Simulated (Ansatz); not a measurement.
**Ligand exchange: BH2F + GaH2I → BH2I + GaH2F**

Species: BH2F `BF`, singlet; GaH2I `[GaH2][I]`, singlet; BH2I `BI`, singlet; GaH2F `[F][GaH2]`, singlet. The partners trade F for I: B–F and Ga–I bonds give way to B–I and Ga–F.

Shapes, held fixed at every level: PBE0-D4/def2-TZVP. Programs: Ansatz 0.2.0. The zero-point and thermal change to 298 K, harmonic and unscaled (PBE0-D4/def2-TZVP), is -3.6 kJ/mol.

Task: Estimate ΔH(298 K) of this reaction.

Result: The highest level, CCSD(T)/def2-TZVPP, gives ΔH(298 K) = +106.7 kJ/mol; the levels span +106.6 to +118.3. The column of differences is taken from that level and isn't an error. No measured value is set beside it here. For atoms past krypton def2 sets carry core potentials with scalar relativity. Relativity is left out for Ga. Outer-core shells of Ga, I are correlated, in sets that cover them unevenly.

| level | kind | ΔH(298 K) (kJ/mol) | less CCSD(T)/def2-TZVPP |
| --- | --- | --- | --- |
| PBE0-D4/def2-TZVPP | global hybrid | +112.6 | +5.9 |
| r2SCAN0-D4/def2-TZVPP | global hybrid | +114.7 | +8.0 |
| wB97M-V/def2-TZVPP | range-separated hybrid | +112.7 | +6.0 |
| MP2/def2-SVP | perturbation theory | +118.3 | +11.6 |
| MP2/def2-TZVPP | perturbation theory | +106.6 | -0.1 |
| CCSD/def2-TZVPP | coupled cluster or CI | +109.7 | +3.0 |
| CCSD(T)/def2-TZVPP | coupled cluster or CI | +106.7 | 0.0 |
